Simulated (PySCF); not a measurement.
Bonds (- single, = double, # triple, : aromatic): C1-S2 1.824 Å, S2-Si3 2.138 Å, Si3-C4 1.882 Å, C4-C5 1.540 Å, C5-Si3 1.874 Å. C1 carries H6, H7, H8; Si3 carries H9; C4 carries H10, H11; C5 carries H12, H13. H10, H12 are cis to S2 on the ring; H11, H13 are trans to S2 on the ring.

Geometry: GFN2-xTB; GIAO shifts from PySCF 2.14, gas phase, non-relativistic, averaged over equivalent atoms.

At PW91/pcSseg-1 (139 basis functions, 16 s wall time on 1 thread of an Intel Xeon Platinum 8488C, shared host):
| atoms | δ (ppm) |
| --- | --- |
| C1 | 17.4 |
| C4/C5 | 1.8 |
| Si3 | -96.2 |
| H9 | 4.04 |
| H6/H7/H8 | 2.17 |
| H10/H12 | 0.92 |
| H11/H13 | 0.73 |

Chemical shifts δ = σref − σ; TMS for 13C (σref 181.47), 29Si (σref 327.87), 1H (σref 31.65), all at this level.

Q: Predict the values at PBE0/pcSseg-1 on the same geometry.

A: 
```json
{"atoms": "C1", "δ at PBE0/pcSseg-1": "16.1", "change": "-1.3"}
{"atoms": "C4/C5", "δ at PBE0/pcSseg-1": "0.0", "change": "-1.8"}
{"atoms": "Si3", "δ at PBE0/pcSseg-1": "-94.7", "change": "+1.5"}
{"atoms": "H9", "δ at PBE0/pcSseg-1": "3.89", "change": "-0.15"}
{"atoms": "H6/H7/H8", "δ at PBE0/pcSseg-1": "2.13", "change": "-0.04"}
{"atoms": "H10/H12", "δ at PBE0/pcSseg-1": "0.88", "change": "-0.04"}
{"atoms": "H11/H13", "δ at PBE0/pcSseg-1": "0.65", "change": "-0.08"}
```

Referencing at the same level of theory: TMS for 13C (σref 186.93) and 29Si (σref 349.16) and 1H (σref 31.72).

The largest change is at C4/C5 (three-membered-ring carbon). Cost: 139 basis functions, 16 s wall time on 1 thread of an Intel Xeon Platinum 8488C, shared host.
